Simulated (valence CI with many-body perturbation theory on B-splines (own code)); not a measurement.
# Hg29+: M1 decay

Computed by configuration interaction combined with many-body perturbation theory (CI+MBPT): five valence electrons over a frozen Dirac-Fock core [Kr] 4d10, radial functions for each j: 7 s, 7 p, 7 d, 7 f, 4 g, 2 h, with the one-electron correlation potential Σ1 (screened to all orders), the two-electron term Σ2, the three-electron term Σ3, Breit, model QED; selected single and double excitations, second order for the rest (own B-spline code, finite nucleus).

No measured spectrum was set against this ion. As an estimate, large intervals hold to a few tenths of a per cent, small ones and those within an open d or f shell to about a per cent. Core correlation moves these levels by up to 5400 cm⁻¹, and in measured spectra 5 to 20 % of such shifts remained as error; rates that hang on mixing are uncertain with them. Among the levels kept, up to 780 cm⁻¹ of a level comes from second order outside the variational space, and about a tenth of that is noise between levels of different J, which matters for small intervals. Only levels of the ground parity were solved; by the run's estimate the other parity begins above the list, which can be wrong where configurations are misplaced.

Lines 51 to 100 of 120 in falling wavelength, among levels below 144260 cm⁻¹, chosen from the decays that carry over 1 % of a level's rate. Wavelengths and rates use the calculated energies. Weak lines are less certain than strong ones. Lines between different terms over intervals too small for the method are left out, as are lines whose strength nearly cancels. Where a level lies close to another of its J and parity, the split of strength between their lines is uncertain.

Levels are named by their leading jj configuration (3d3/2^4 stands for four electrons in 3d with j = 3/2), which in mixed levels can hold well under half, so a name can repeat and another be missing. Letters in brackets count levels of one name in rising energy.

```tsv
λ vac (nm)	Upper	Lower	Type	A (s⁻¹)	Branch %
300.5	(4f5/2^3 4f7/2^2) J=11/2 [c]	(4f5/2^4 4f7/2) J=11/2	M1	4.53e+01	6.2
294.9	(4f5/2^3 4f7/2^2) J=5/2 [b]	(4f5/2^3 4f7/2^2) J=7/2 [a]	M1	2.35e+02	10.4
293.5	(4f5/2^2 4f7/2^3) J=15/2	(4f5/2^3 4f7/2^2) J=13/2 [a]	M1	1.05e+02	3.7
293.1	(4f5/2^3 4f7/2^2) J=7/2 [d]	(4f5/2^3 4f7/2^2) J=5/2 [b]	M1	3.74e+02	24.0
290.6	(4f5/2^3 4f7/2^2) J=13/2 [a]	(4f5/2^3 4f7/2^2) J=11/2 [a]	M1	4.43e+02	46.8
283.7	(4f5/2^3 4f7/2^2) J=11/2 [b]	(4f5/2^3 4f7/2^2) J=11/2 [a]	M1	4.97e+02	35.2
283.3	(4f5/2^3 4f7/2^2) J=7/2 [c]	(4f5/2^3 4f7/2^2) J=5/2 [a]	M1	3.07e+01	1.3
282.5	(4f5/2^4 4f7/2) J=5/2	(4f5/2^5) J=5/2	M1	8.01e+02	98.3
280.4	(4f5/2^3 4f7/2^2) J=13/2 [b]	(4f5/2^4 4f7/2) J=11/2	M1	1.72e+02	20.2
279.2	(4f5/2^3 4f7/2^2) J=5/2 [a]	(4f5/2^4 4f7/2) J=3/2 [a]	M1	1.04e+03	29.7
263.4	(4f5/2^4 4f7/2) J=3/2 [a]	(4f5/2^5) J=5/2	M1	3.55e+02	99.7
260.6	(4f5/2^3 4f7/2^2) J=5/2 [a]	(4f5/2^4 4f7/2) J=5/2	M1	6.05e+02	17.3
260.6	(4f5/2^3 4f7/2^2) J=17/2 [a]	(4f5/2^4 4f7/2) J=15/2	M1	7.86e+02	91.5
257.0	(4f5/2^3 4f7/2^2) J=17/2 [b]	(4f5/2^3 4f7/2^2) J=15/2 [a]	M1	5.89e+00	17.6
249.7	(4f5/2^3 4f7/2^2) J=9/2 [d]	(4f5/2^3 4f7/2^2) J=9/2 [b]	M1	2.85e+01	3.4
249.7	(4f5/2^2 4f7/2^3) J=15/2	(4f5/2^3 4f7/2^2) J=15/2 [a]	M1	2.05e+03	71.7
243.8	(4f5/2^3 4f7/2^2) J=7/2 [b]	(4f5/2^3 4f7/2^2) J=7/2 [a]	M1	5.04e+02	21.6
243.8	(4f5/2^4 4f7/2) J=11/2	(4f5/2^3 4f7/2^2) J=9/2 [a]	M1	2.04e+02	74.6
242.1	(4f5/2^3 4f7/2^2) J=5/2 [c]	(4f5/2^3 4f7/2^2) J=5/2 [a]	M1	4.26e+02	14.5
238.6	(4f5/2^3 4f7/2^2) J=3/2 [a]	(4f5/2^4 4f7/2) J=1/2	M1	1.54e+03	60.4
227.1	(4f5/2^4 4f7/2) J=9/2	(4f5/2^3 4f7/2^2) J=9/2 [b]	M1	5.72e+02	26.9
223.3	(4f5/2^3 4f7/2^2) J=9/2 [c]	(4f5/2^3 4f7/2^2) J=9/2 [a]	M1	4.43e+02	17.6
220.3	(4f5/2^3 4f7/2^2) J=3/2 [a]	(4f5/2^4 4f7/2) J=3/2 [a]	M1	7.08e+02	27.8
220.2	(4f5/2^3 4f7/2^2) J=11/2 [c]	(4f5/2^3 4f7/2^2) J=9/2 [b]	M1	2.35e+02	32.3
217.8	(4f5/2^3 4f7/2^2) J=9/2 [b]	(4f5/2^4 4f7/2) J=7/2	M1	1.84e+01	10.7
212.0	(4f5/2^3 4f7/2^2) J=11/2 [b]	(4f5/2^3 4f7/2^2) J=9/2 [a]	M1	8.89e+02	62.9
208.5	(4f5/2^3 4f7/2^2) J=3/2 [a]	(4f5/2^4 4f7/2) J=5/2	M1	6.78e+01	2.7
202.3	(4f5/2^3 4f7/2^2) J=15/2 [b]	(4f5/2^4 4f7/2) J=13/2	M1	2.36e+02	34.0
195.5	(4f5/2^3 4f7/2^2) J=5/2 [a]	(4f5/2^4 4f7/2) J=7/2	M1	1.19e+03	34.0
190.0	(4f5/2^3 4f7/2^2) J=5/2 [b]	(4f5/2^4 4f7/2) J=5/2	M1	1.78e+03	78.4
186.5	(4f5/2^3 4f7/2^2) J=7/2 [d]	(4f5/2^3 4f7/2^2) J=9/2 [b]	M1	7.38e+02	47.4
184.7	(4f5/2^3 4f7/2^2) J=7/2 [a]	(4f5/2^5) J=5/2	M1	2.42e+01	4.6
183.6	(4f5/2^3 4f7/2^2) J=9/2 [d]	(4f5/2^3 4f7/2^2) J=7/2 [a]	M1	2.44e+02	29.2
183.5	(4f5/2^3 4f7/2^2) J=11/2 [c]	(4f5/2^4 4f7/2) J=13/2	M1	1.06e+02	14.6
182.0	(4f5/2^3 4f7/2^2) J=7/2 [c]	(4f5/2^3 4f7/2^2) J=7/2 [a]	M1	2.77e+02	11.8
180.2	(4f5/2^3 4f7/2^2) J=7/2 [b]	(4f5/2^3 4f7/2^2) J=9/2 [a]	M1	1.14e+03	48.8
177.7	(4f5/2^3 4f7/2^2) J=1/2	(4f5/2^4 4f7/2) J=1/2	M1	4.92e+02	19.7
175.8	(4f5/2^3 4f7/2^2) J=13/2 [b]	(4f5/2^4 4f7/2) J=13/2	M1	1.02e+01	1.2
175.4	(4f5/2^3 4f7/2^2) J=9/2 [d]	(4f5/2^3 4f7/2^2) J=11/2 [a]	M1	2.99e+02	35.7
172.4	(4f5/2^3 4f7/2^2) J=13/2 [b]	(4f5/2^4 4f7/2) J=15/2	M1	2.10e+01	2.5
171.1	(4f5/2^4 4f7/2) J=9/2	(4f5/2^3 4f7/2^2) J=7/2 [a]	M1	8.77e+02	41.3
167.4	(4f5/2^3 4f7/2^2) J=1/2	(4f5/2^4 4f7/2) J=3/2 [a]	M1	1.99e+03	79.7
165.5	(4f5/2^3 4f7/2^2) J=3/2 [b]	(4f5/2^4 4f7/2) J=1/2	M1	3.88e+01	6.2
165.1	(4f5/2^3 4f7/2^2) J=17/2 [b]	(4f5/2^4 4f7/2) J=15/2	M1	2.28e+00	6.8
165.0	(4f5/2^2 4f7/2^3) J=15/2	(4f5/2^4 4f7/2) J=13/2	M1	6.17e+02	21.6
164.1	(4f5/2^3 4f7/2^2) J=5/2 [c]	(4f5/2^3 4f7/2^2) J=7/2 [a]	M1	6.61e+02	22.5
164.0	(4f5/2^4 4f7/2) J=9/2	(4f5/2^3 4f7/2^2) J=11/2 [a]	M1	1.36e+02	6.4
161.8	(4f5/2^3 4f7/2^2) J=9/2 [c]	(4f5/2^4 4f7/2) J=7/2	M1	1.99e+03	79.4
160.3	(4f5/2^3 4f7/2^2) J=11/2 [c]	(4f5/2^3 4f7/2^2) J=11/2 [a]	M1	1.11e+02	15.3
156.5	(4f5/2^3 4f7/2^2) J=3/2 [b]	(4f5/2^4 4f7/2) J=3/2 [a]	M1	4.15e+02	66.3
```
